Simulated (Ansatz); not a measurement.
A set of 12 reactions (atomization), with CCSD(T)/CBS values in kJ/mol:

```
                                                    reaction      ΔE
            `N=C(F)O[SiH3]` → C• + F• + 4 H• + N• + O• + Si•  3340.9
             `NCO[SiH2]Cl` → C• + Cl• + 6 H• + N• + O• + Si•  3930.2
                     `CS[SiH2]O` → C• + 6 H• + O• + S• + Si•  3522.8
                  `C1C[SiH2][SiH2]C1` → 3 C• + 10 H• + 2 Si•  5446.5
      `C[O][Sn]([NH2])[F]`• → C• + F• + 5 H• + N• + O• + Sn•  3434.6
                   `N=C(N)BCl` → B• + C• + Cl• + 4 H• + 2 N•  3379.4
                              `Cc1ccccn1` → 6 C• + 7 H• + N•  6412.9
    `F[SiH](Cl)[S][GeH3]` → Cl• + F• + Ge• + 4 H• + S• + Si•  2857.3
                      `[OH][In][SH]`• → 2 H• + In• + O• + S•  1363.1
                  `F[Si](Cl)(Br)Br` → 2 Br• + Cl• + F• + Si•  1701.5
                      `CN1C[SiH2]1` → 2 C• + 7 H• + N• + Si•  3902.3
`CN(C)[Si](Br)(Br)N(C)C` → 2 Br• + 4 C• + 12 H• + 2 N• + Si•  7864.4
```

Calculated with Ansatz (gas phase, PBE0-D4/def2-TZVP geometries, no zero-point term in ΔE). CBS: MP2 limit from def2 TZ/QZ plus the TZ coupled-cluster correction, frozen cores. This one scheme is used for every species, atoms too. DFT in def2-TZVPP. B3LYP here is the variant with VWN-RPA as its local correlation; programs differ in this. No spin–orbit coupling; open shells (•) take unrestricted orbitals. Spin–orbit coupling would lower the free atoms: a little for B, C, Cl, F, O, S, Si; clearly for Br, Ge; strongly for In, Sn. def2 core potentials past Kr. For Br, Ge, In, Sn outer-core shells are correlated without core-valence functions, so the limit isn't a true one: a few kJ/mol of doubt a bond, and 10 to 20 or more in all where bonds break to atoms. Scalar relativity is left out up to krypton. One conformer a species, not always the lowest.

Q: Give the mean, mean absolute and largest difference (level minus CCSD(T)/CBS, kJ/mol) for: PBE0-D4, B3LYP-D4, ωB97X-V, B2PLYP, PBE, PBE0, B3LYP, HF/def2-TZVPP, MP2/def2-TZVPP, SCS-MP2/def2-TZVPP, CCSD(T)/def2-TZVPP, MP2/def2-QZVPP, HF/CBS(def2), MP2/CBS(def2). (Estimate.)

A: Computed: 
```
             level     mean  mean absolute  largest
           PBE0-D4      4.5           36.2    127.6
          B3LYP-D4     -7.5           25.9    -65.0
           ωB97X-V     13.5           18.0     34.5
            B2PLYP    -52.2           52.2   -115.6
               PBE     54.5           65.1    233.3
              PBE0    -18.3           41.6     99.1
             B3LYP    -50.7           52.8   -120.2
     HF/def2-TZVPP  -1124.5         1124.5  -2192.8
    MP2/def2-TZVPP    -42.9           48.3   -102.1
SCS-MP2/def2-TZVPP    -66.0           66.0   -133.5
CCSD(T)/def2-TZVPP   -115.9          115.9   -221.9
    MP2/def2-QZVPP     26.0           32.1    103.8
      HF/CBS(def2)  -1116.4         1116.4  -2182.4
     MP2/CBS(def2)     73.0           73.0    168.4
```

The largest T1 diagnostic in the set is 0.020, for `[OH][In][SH]`• (customary mark 0.045).

CCSD(T)/CBS is a level of theory with its own doubt, and the functionals carry their triple-zeta basis error, so these figures describe this set and don't rank the functionals.
